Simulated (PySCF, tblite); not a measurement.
Calculations on `Cc1pccc(F)p1`, in the order of a workflow; each names the level of the geometry that it ran on. Settings lines and outputs come from a driver script.

C₅H₅FP₂.
SMILES with atom numbers: `[CH3:1][c:2]1[p:3][cH:4][cH:5][c:6]([F:7])[p:8]1` (hydrogens: H9, H10, H11 on C1; H12 on C4; H13 on C5)

Step 1: GFN2-xTB geometry optimisation, gas phase (tblite 0.8.0) (from a force-field or distance-geometry start)
```json
{"job": {"kind": "relax", "xc": "GFN2-xTB", "basis": "xTB"}, "charge": 0, "multiplicity": 1}
```
```
step      E/eV     max force
  0    -624.06975    3.236
  1    -624.40825    1.788
  2    -624.64897    1.262
...
 32    -624.94204    0.017
 33    -624.94208    0.019
 34    -624.94212    0.022
 35    -624.94215    0.016
 36    -624.94217    0.007
```

Energy lowered by 20.1 kcal/mol over 36 steps; largest atomic force 0.007 eV/Å at the end. «max force» is the largest atomic force in eV/Å.

The run took 0.22 s of wall time on one thread of an Intel Xeon Platinum 8559C, no GPU (shared host).

Step 2: GFN2-xTB harmonic vibrations, gas phase (tblite 0.8.0) (on the GFN2-xTB geometry)
```json
{"job": {"kind": "ir", "xc": "GFN2-xTB", "basis": "xTB"}, "charge": 0, "multiplicity": 1}
```
```
(table of modes left out)
```

33 modes from -14 to 3051 cm⁻¹ (unscaled, harmonic, a negative number standing for an imaginary wavenumber); zero-point energy 53.3 kcal/mol from the real modes; the lowest is imaginary at this level.

On Intel Xeon Platinum 8559C, one thread, on a shared host, this took 0.44 s.

Step 3: PBE0-D3(BJ)/def2-SVP geometry optimisation, gas phase (PySCF 2.14.0) (from the GFN2-xTB geometry)
```json
{"job": {"xc": "PBE0", "basis": "def2-SVP", "d3": "d3bj", "grid": 1, "shake": 0.01, "kind": "geom"}, "charge": 0, "multiplicity": 1}
```
```
step   0  E = -975.05480356  max force = 0.033610
step   1  E = -975.05819865  max force = 0.006283
step   2  E = -975.05871202  max force = 0.002212
step   3  E = -975.05876611  max force = 0.001972
step   4  E = -975.05877424  max force = 0.001054
step   5  E = -975.05878949  max force = 0.000224
step   6  E = -975.05879140  max force = 0.000253
optimisation converged
```

Final energy -975.05879 Eh after 6 steps; dipole 1.07 D. Energies in Eh; «max force» is the largest Cartesian gradient component in Eh/bohr.

The run took 53 s of wall time on one thread, Intel Xeon Platinum 8559C (x86_64), shared host, and the process peaked at 0.57 GiB of memory.

Step 4: TDDFT wB97X-D/def2-SVPD, vertical, gas phase, core orbitals frozen in the response (PySCF 2.14.0, density-fitted response routines) (on the PBE0-D3(BJ)/def2-SVP geometry)
```json
{"job": {"kind": "uv", "xc": "wB97X-D", "basis": "def2-SVPD", "ip": true, "dynamic": false}, "charge": 0, "multiplicity": 1}
```
```
...
Static polarisability (au): isotropic 108.568, principal 67.531 126.425 131.748
Singlet excitations
state   eV       nm        f      main configurations
  1   4.0888    303.2   0.01260   H->L+1 0.36, H->L 0.29, H-1->L 0.26
  2   4.3837    282.8   0.01405   H-2->L 0.95
  3   4.5659    271.5   0.00377   H-2->L+1 0.95
  4   4.6166    268.6   0.03943   H->L 0.53, H->L+1 0.22, H-1->L 0.13
  5   5.2934    234.2   0.28817   H-1->L+1 0.33, H-1->L 0.30, H->L+1 0.24
  6   5.3945    229.8   0.30897   H-1->L+1 0.46, H-1->L 0.26, H->L+1 0.12
  7   5.4785    226.3   0.00243   H-3->L 0.96
  8   5.7219    216.7   0.00810   H-3->L+1 0.98
  9   6.7045    184.9   0.00003   H->L+2 0.66, H->L+3 0.19
 10   7.0246    176.5   0.00035   H-6->L 0.39, H-5->L 0.34
Triplet excitations (Tamm-Dancoff, eV): 2.8202 3.4837 3.5784 3.8319
Vertical ionisation energy (delta-SCF) = 8.9436 eV
Vertical electron affinity (delta-SCF) = 0.4496 eV
```

HOMO -8.84 eV, LUMO -0.52 eV; lowest singlet 4.09 eV; lowest triplet 2.82 eV (Tamm–Dancoff); mean polarisability 108.6 au.

Time: 4.0 min wall; peak memory 0.92 GiB. Hardware: Intel Xeon Platinum 8559C, one thread, no GPU, shared host.

Geometry of the electronic-property runs (PBE0-D3(BJ)/def2-SVP):
```
atom  x, y, z in Å
C1     2.4792    0.0038   -0.2449
C2     0.9718   -0.0113   -0.1078
P3     0.2408   -1.5938    0.0188
C4    -1.4516   -1.2622    0.1868
C5    -2.1008   -0.0324    0.2119
C6    -1.4684    1.1957    0.0991
F7    -2.2642    2.2700    0.1418
P8     0.2335    1.5615   -0.0961
H9     2.8565    1.0071   -0.4950
H10    2.9611   -0.3070    0.6965
H11    2.8185   -0.6925   -1.0279
H12   -2.0844   -2.1518    0.2817
H13   -3.1904   -0.0001    0.3240
```

 (This holds for the electronic-property runs.)

Note: wB97X-D ran without an empirical dispersion term, which enters the total energy and its gradient alone.
